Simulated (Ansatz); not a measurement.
`C[BH][AlH2]` + `[CH2]1[NH][AlH]1` → `[AlH2][N]1[CH2][AlH]1` + `BC` at 400 K and 1 bar (cleavage of the Al–B bond).

Calculated with Ansatz (gas phase, PBE0-D4/def2-TZVP geometries, no zero-point term in ΔE). CCSD(T)/CBS is the MP2 limit (def2-TZVPP, def2-QZVPP) plus CCSD(T) − MP2 in def2-TZVPP, frozen cores. This one scheme is used for every species.

| species | CCSD(T)/CBS energy (Eh) | H − E (kJ/mol) | S (J/(mol·K)) |
| --- | --- | --- | --- |
| `C[BH][AlH2]` | -308.41859 | 187.6 | 338.9 |
| `[CH2]1[NH][AlH]1` | -337.12157 | 146.5 | 291.6 |
| `[AlH2][N]1[CH2][AlH]1` | -579.76217 | 166.0 | 360.1 |
| `BC` | -65.83255 | 164.9 | 265.6 |

H − E and S are ideal-gas, rigid-rotor, harmonic terms from PBE0-D4/def2-TZVP, for one conformer and one mirror image of each species. 1 Eh = 2625.50 kJ/mol, R = 8.31446 J/(mol·K).

By hand: ΔE, ΔH, ΔS and ΔG.

ΔE = (-579.76217) + (-65.83255) − (-308.41859) − (-337.12157) = -0.05456 Eh = -143.2 kJ/mol. Δ(H − E) = 166.0 + 164.9 − 187.6 − 146.5 = -3.2, so ΔH = -146.4 kJ/mol. ΔS = 360.1 + 265.6 − 338.9 − 291.6 = -4.8 J/(mol·K). ΔG = -146.4 − 400 × (-4.8)/1000 = -144.5 kJ/mol.

By hand: the equilibrium constant, and the temperature at which ΔG would vanish if ΔH and ΔS stayed fixed.

log₁₀ K = −ΔG/(RT ln 10) = 18.9. ΔG = 0 at ΔH/ΔS = 30500 K, far beyond where these terms or the molecules hold.

The number of gas molecules stays the same, so ΔS is small and ΔH decides. A doubt of 5 kJ/mol in ΔE shifts log₁₀ K by 0.7 here. Other conformers and mirror images would add mixing entropy, several J/(mol·K) or more a flexible species. These are equilibria of isolated gas molecules and say nothing of rates. Largest T1 diagnostic: 0.015 (customary marks: 0.02 for closed shells, 0.045 for open ones).
